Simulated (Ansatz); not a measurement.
A set of 12 reactions (ligand exchange), with CCSD(T)/CBS values in kJ/mol:

| reaction | ΔE |
| --- | --- |
| `[OH][GeH2][SiH3]` + `N[SiH3]` → `[OH][GeH2][NH][SiH3]` + SiH₄ | -23.2 |
| `BS[CH2][GeH3]` + `N[SiH](O)O` → `O[SiH](O)[NH][GeH3]` + `BSC` | -23.7 |
| `O[SiH](F)[S][GeH3]` + `O[SiH2]S` → `O[SiH2][S][GeH3]` + `O[SiH](F)S` | 2.5 |
| `[SiH3][O][GaH2]` + `OC(F)[SiH3]` → `FC([SiH3])O[SiH3]` + `[OH][GaH2]` | 18.3 |
| `OBO` + H–F → `OBF` + H₂O | -14.3 |
| `[OH][Al]([F])[CH2]CF` + H–F → `[OH][Al]([F])[F]` + `CCF` | -175.1 |
| `[F][Zn][CH2]BCl` + HCl → `[F][Zn][Cl]` + `CBCl` | -99.7 |
| `N[SiH2][SiH](O)F` + `C=N` → `C=N[SiH2]N` + `O[SiH2]F` | -66.2 |
| `C=C[SiH2]N[SiH](Cl)Cl` + `BN` → `BN[SiH2]C=C` + `N[SiH](Cl)Cl` | 17.6 |
| `[CH3][SnH2][SiH2]S` + `C[SeH]` → `C[Se][SiH2]S` + `[CH3][SnH3]` | -41.0 |
| `F[SiH](F)[SiH3]` + `OCO` → `OCO[SiH3]` + `F[SiH2]F` | -86.3 |
| `N[SiH](Cl)O[SiH3]` + `N[SiH](F)S` → `N[Si@H](F)S[Si@@H](N)Cl` + `O[SiH3]` | 63.5 |

Isolated molecules relaxed with PBE0-D4/def2-TZVP in Ansatz; ΔE leaves out vibrations. CBS: MP2 limit from def2 TZ/QZ plus the TZ coupled-cluster correction, frozen cores. Small cases extrapolate CCSD(T) itself. DFT in def2-TZVPP. B3LYP here is the variant with VWN-RPA as its local correlation; programs differ in this. def2 core potentials past Kr. For Ga, Ge, Se, Sn, Zn outer-core shells are correlated without core-valence functions, which leaves a few kJ/mol of doubt a bond. Scalar relativity is left out up to krypton. One conformer a species, not always the lowest.

Give the mean, mean absolute and largest difference (level minus CCSD(T)/CBS, kJ/mol) for: PBE-D4, PBE0-D4, B3LYP-D4, ωB97X-V, ωB97M-V, B2PLYP, r2SCAN, PBE0, B3LYP, MP2/def2-TZVPP, CCSD/def2-TZVPP, HF/def2-QZVPP, HF/CBS(def2), CCSD/CBS(def2). (An estimate is asked.)

The calculation gave: 
| level | mean | mean absolute | largest |
| --- | --- | --- | --- |
| PBE-D4 | 7.2 | 10.4 | 26.9 |
| PBE0-D4 | 4.7 | 6.7 | 18.7 |
| B3LYP-D4 | 1.2 | 2.6 | 5.4 |
| ωB97X-V | 0.3 | 1.9 | 4.9 |
| ωB97M-V | 0.0 | 1.9 | 4.1 |
| B2PLYP | -1.5 | 3.5 | -7.9 |
| r2SCAN | 1.1 | 3.4 | 9.5 |
| PBE0 | 4.0 | 5.9 | 18.5 |
| B3LYP | 0.0 | 4.3 | 9.9 |
| MP2/def2-TZVPP | -2.0 | 5.2 | 14.6 |
| CCSD/def2-TZVPP | -0.6 | 3.2 | 8.0 |
| HF/def2-QZVPP | -10.8 | 17.4 | -40.3 |
| HF/CBS(def2) | -10.9 | 17.5 | -41.0 |
| CCSD/CBS(def2) | -1.0 | 2.3 | -6.2 |

The largest T1 diagnostic in the set is 0.016, for `[F][Zn][Cl]` (customary mark 0.02).

CCSD(T)/CBS is a level of theory with its own doubt, and the functionals carry their triple-zeta basis error, so these figures describe this set and don't rank the functionals.
